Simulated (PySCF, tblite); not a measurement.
Isomers of C5H11NO2Si, one GFN2-xTB conformer each. Single-point energies are computed at PBE0/pcSseg-1 (PySCF, gas phase, no added dispersion term), electronic only.

Question: Rank them by PBE0/pcSseg-1 energy, lowest first (kJ/mol).
A. `[CH2:1]=[CH:2][Si:3]1([NH2:4])[O:5][CH2:6][CH2:7][CH2:8][O:9]1` with C1–C2–Si3–N4 1°, C2–Si3–N4–H 66° and -66°, C2–Si3–O5–C6 -128°, Si3–O5–C6–C7 -24°, O5–C6–C7–C8 61°, C6–C7–C8–O9 -61°
B. `[CH3:1][C@@H:2]1[CH2:3][NH:4][SiH2:5][C@@H:6]1[O:7][CH:8]=[O:9]` with Si5–C6–O7–C8 27°, C6–O7–C8–O9 -1°, C1–C2–C3–N4 -77°, C2–C3–N4–Si5 -28°, C3–N4–Si5–C6 4°, N4–Si5–C6–O7 146°

Answer: A (0.0), B (170.3).

As drawn, the lower has an Si–O bond and a C=C bond outside aromatic rings, which the higher lacks; the higher has a C=O bond and a C(=O)–O unit, which the lower lacks. GFN2-xTB itself gives, in the same order: 0.0, 77.4. Both levels put the same isomer lowest.

Question: Which frontier levels, dipoles and rotational constants go with these structures?

Answer: 
```
                     SMILES  HOMO (eV, PBE0/pcSseg-1)  LUMO (eV)  dipole (D)      A, B, C (MHz)
          C=C[Si]1(N)OCCCO1                     -7.46      -0.11        0.66  2514, 1007, 975.3
C[C@@H]1CN[SiH2][C@@H]1OC=O                     -6.32      -0.07        2.02  2267, 1268, 940.0
```

Question: What happens when harmonic zero-point energies from GFN2-xTB frequencies are added?

Answer: 
| SMILES | ZPE (kJ/mol) | electronic (kJ/mol) | with ZPE (kJ/mol) |
| --- | --- | --- | --- |
| C=C[Si]1(N)OCCCO1 | 419.0 | 0.0 | 0.0 |
| C[C@@H]1CN[SiH2][C@@H]1OC=O | 412.5 | 170.3 | 163.8 |

The zero-point energies span 6.5 kJ/mol. The order is unchanged.
